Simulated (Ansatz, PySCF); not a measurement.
Gas-phase reaction (SMILES): Br[SiH](Br)Br [tribromosilane] + 3 [H][H] (H2) → 3 Br (HBr) + [SiH4] (SiH4); energy of full hydrogenation.

Each molecule is optimised on its own at B3LYP-D3(BJ)/def2-TZVP (Ansatz, an electronic-structure program). Cores are frozen in the correlated levels unless marked. Spin-orbit coupling is left out. The frozen core is the preceding noble-gas configuration, with the filled d and f shells of earlier blocks. Non-relativistic. CBS(X,Y): correlation extrapolated as X^-3; Hartree-Fock from the larger set. Thermal terms are rigid-rotor harmonic-oscillator values from B3LYP-D3(BJ) frequencies (Ansatz or PySCF) at 298.15 K and 1 atm. 1 Eh = 627.5095 kcal/mol.

| species | E, CCSD(T)/CBS(def2-TZVPPD,def2-QZVPPD) (Ansatz) (Eh) | E, B3LYP-D3(BJ)/def2-TZVPD (Ansatz + dftd3) (Eh) | H - E (Eh) |
|---|---|---|---|
| Br[SiH](Br)Br | -8007.86566 | -8012.83121 | 0.01941 |
| [H][H] (H2) | -1.17452 | -1.17983 | 0.01336 |
| Br (HBr) | -2573.28305 | -2574.79060 | 0.00927 |
| [SiH4] (SiH4) | -291.45830 | -291.91976 | 0.03520 |

Question: Work out ΔE and ΔH at 298.15 K at the first level, then ΔH at the second.

Answer: 
1. ΔE = [3×(-2573.28305) + (-291.45830)] - [(-8007.86566) + 3×(-1.17452)] = 0.08177 Eh = 51.3 kcal/mol at CCSD(T)/CBS(def2-TZVPPD,def2-QZVPPD).
2. The terms H - E add up to 0.00352 Eh, so ΔH = (0.08177 + (0.00352))×627.5095 = 53.5 kcal/mol.
3. At B3LYP-D3(BJ)/def2-TZVPD the same steps give ΔE = 49.7 and ΔH = 51.9 kcal/mol, a shift of -1.6 from the first level.
4. These values are not checked against measurement here, since the tables used lack a sound gas-phase enthalpy of formation for at least one species.
